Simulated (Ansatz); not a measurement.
The cluster K₄H₄. The state is a singlet with charge 0. Geometry r2SCAN-D4/def2-SVP, that of the neutral singlet.

```xyz
8

K    -1.4150    1.4626    1.1116
K    -1.2317   -1.7706   -0.8504
K     1.0529    1.1150   -1.7396
K     1.5939   -0.8072    1.4781
H    -1.0196   -1.0795    1.6847
H     1.1930    1.7146    0.8234
H    -1.5439    0.7816   -1.4313
H     1.3703   -1.4163   -1.0766
```

The structure comes from a short search, and lower isomers may exist.

Q: Estimate the orbital energies around the gap (eV) in Ansatz with PBE-D4/def2-TZVP, r2SCAN-D4/def2-TZVP, PBE0-D4/def2-TZVP.

A: 
| orbital | PBE-D4/def2-TZVP | r2SCAN-D4/def2-TZVP | PBE0-D4/def2-TZVP |
| --- | --- | --- | --- |
| HOMO−5 | -17.09 | -17.70 | -19.10 |
| HOMO−4 | -17.09 | -17.70 | -19.10 |
| HOMO−3 | -4.36 | -4.45 | -5.43 |
| HOMO−2 | -3.61 | -3.74 | -4.62 |
| HOMO−1 | -3.61 | -3.74 | -4.62 |
| HOMO | -3.60 | -3.74 | -4.62 |
| LUMO | -0.61 | 0.07 | -0.15 |
| LUMO+1 | -0.61 | 0.07 | -0.15 |
| LUMO+2 | -0.61 | 0.07 | -0.15 |
| LUMO+3 | -0.45 | 0.23 | -0.04 |
| LUMO+4 | 0.61 | 1.20 | 1.16 |
| LUMO+5 | 0.61 | 1.20 | 1.16 |
| β HOMO | -3.60 | -3.74 | -4.62 |
| β LUMO | -0.61 | 0.07 | -0.15 |
